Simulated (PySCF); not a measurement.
# `[SiH2]1[SiH2][Si@@H](Cl)C[Si@@H](Cl)O1`, CH8Cl2OSi4

Molfile (atoms numbered from 1):
```
CH8Cl2OSi4
     RDKit          3D

 16 16  0  0  0  0  0  0  0  0999 V2000
   -0.6537    2.3322    1.9108 Cl  0  0  0  0  0  0  0  0  0  0  0  0
   -0.7427    1.7803   -0.0203 Si  0  0  2  0  0  4  0  0  0  0  0  0
   -1.7565    0.1836   -0.2111 C   0  0  0  0  0  0  0  0  0  0  0  0
   -1.0022   -1.4174    0.5319 Si  0  0  2  0  0  4  0  0  0  0  0  0
   -1.2366   -1.3218    2.5506 Cl  0  0  0  0  0  0  0  0  0  0  0  0
    1.2586   -1.5611   -0.0474 Si  0  0  0  0  0  4  0  0  0  0  0  0
    2.0811    0.5375   -0.6027 Si  0  0  0  0  0  4  0  0  0  0  0  0
    0.7614    1.5150   -0.5481 O   0  0  0  0  0  0  0  0  0  0  0  0
   -1.2072    2.8951   -0.8308 H   0  0  0  0  0  0  0  0  0  0  0  0
   -2.7477    0.3453    0.2129 H   0  0  0  0  0  0  0  0  0  0  0  0
   -1.9109    0.0131   -1.2768 H   0  0  0  0  0  0  0  0  0  0  0  0
   -1.8936   -2.5097    0.1043 H   0  0  0  0  0  0  0  0  0  0  0  0
    2.0464   -2.1765    1.0345 H   0  0  0  0  0  0  0  0  0  0  0  0
    1.4063   -2.5138   -1.1641 H   0  0  0  0  0  0  0  0  0  0  0  0
    2.5513    0.7498   -1.9745 H   0  0  0  0  0  0  0  0  0  0  0  0
    3.0383    1.1573    0.3193 H   0  0  0  0  0  0  0  0  0  0  0  0
  1  2  1  0
  2  3  1  0
  3  4  1  0
  4  5  1  0
  4  6  1  0
  6  7  1  0
  7  8  1  0
  8  2  1  0
  2  9  1  6
  3 10  1  0
  3 11  1  0
  4 12  1  6
  6 13  1  0
  6 14  1  0
  7 15  1  0
  7 16  1  0
M  END
```

The calculation used TDDFT CAM-B3LYP/def2-SVPD circular dichroism and optical rotation, one conformer, gas phase in PySCF 2.14.0. Geometry: GFN2-xTB.

Stereocentres: Si2 R, Si4 S.

(1) Give the optical rotatory dispersion at 633, 589.3, 546, 436, 405, 365, 355 nm.

(2) And for the mirror image at 589.3 nm?

(3) What is the molar rotation [Φ] = [α]·M/100 of the geometry above at 589.3 nm?

Answers

(1) [α] in deg dm⁻¹ (g/mL)⁻¹:
| λ (nm) | origin-invariant length gauge | modified velocity gauge | length gauge (centre of mass) | isotropic polarisability (au) |
| --- | --- | --- | --- | --- |
| 633 | -72.9 | -75.8 | -69.9 | 144.7 |
| 589.3 | -87.5 | -90.9 | -83.9 | 145.4 |
| 546 | -107.0 | -111.2 | -102.8 | 146.3 |
| 436 | -205.5 | -213.0 | -198.1 | 149.9 |
| 405 | -261.1 | -270.5 | -252.0 | 151.5 |
| 365 | -377.3 | -390.4 | -365.1 | 154.4 |
| 355 | -419.4 | -433.9 | -406.1 | 155.4 |

(2) +87.5 deg dm⁻¹ (g/mL)⁻¹ (origin-invariant length gauge): the same size and the opposite sign.

(3) With M = 219.31 g/mol, -191.8 deg cm² dmol⁻¹ (origin-invariant length gauge).

The first excitation lies at 5.98 eV (207 nm) with R = -42.9 × 10⁻⁴⁰ esu² cm² (velocity form).
